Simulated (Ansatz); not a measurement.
Species: C$_{5}$H$_{7}$NSi, net charge 0, singlet state. 
Geometry from a B3LYP-D3(BJ)/def2-TZVP (Ansatz, a program for electronic structure) optimisation:
```
C
C 1 1.3983
H 2 1.0842 1 120.58
C 2 1.3855 3 119.72 1 -180.00
H 4 1.0820 2 121.24 3 0.00
C 4 1.3907 5 120.31 2 -180.00
N 6 1.3315 4 123.29 5 180.00
C 7 1.3333 6 117.48 4 0.00
H 6 1.0850 7 116.28 8 -180.00
H 8 1.0856 7 115.44 6 180.00
Si 1 1.8719 2 122.15 3 0.00
H 11 1.4803 1 109.00 2 180.00
H 11 1.4824 12 109.48 10 -120.91
H 11 1.4824 12 109.48 13 -118.18
```
Charge 0, spin multiplicity 1.

Quantity: atomisation energy (electronic, to ground-state atoms), in kJ/mol. Correlated levels leave the core frozen unless marked. UHF or UKS for open shells. No spin-orbit coupling. No relativistic terms. The coupled-cluster limit lacks core correlation, which all-electron functionals hold. CBS marks a two-point X^-3 extrapolation of the correlation energy; Hartree-Fock from the larger set.

```tsv
level	program	atomisation energy (kJ/mol)
HF/cc-pV(T+d)Z	Ansatz	4396.2
HF/cc-pV(Q+d)Z	Ansatz	4408.5
```

**Question.** Estimate the value at CCSD(T)/CBS(cc-pV(T+d)Z,cc-pV(Q+d)Z) as computed with Ansatz.

**Answer.** 6043.1 kJ/mol
